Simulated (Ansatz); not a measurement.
Cartesian coordinates in Å:
```
F 1.349 1.628 1.300
B 1.064 1.765 0.005
O 0.663 0.718 -0.728
C 0.506 -0.593 -0.179
Si -1.331 -1.011 0.008
H 1.168 2.836 -0.509
H 0.983 -1.293 -0.870
H 1.016 -0.681 0.785
H -1.965 -0.033 0.929
H -2.003 -0.954 -1.314
H -1.451 -2.382 0.571
```

Total charge 0; spin multiplicity 1.

(1) List the ωB97M-V/def2-TZVPP orbital energies in eV (Ansatz 0.2.0). (Best estimate.)

## Answers

(1) The calculation gave: Occupied: -1807.02, -677.75, -526.99, -282.96, -189.51, -148.13, -102.24, -102.24, -102.23, -36.64, -32.14, -22.65, -18.47, -17.87, -17.23, -16.62, -15.74, -14.90, -14.01, -12.78, -12.50, -12.16, -11.90, -10.82. Lowest empty: 1.89, 2.14, 2.64, 2.91, 3.03, 3.44, 3.61, 3.86.
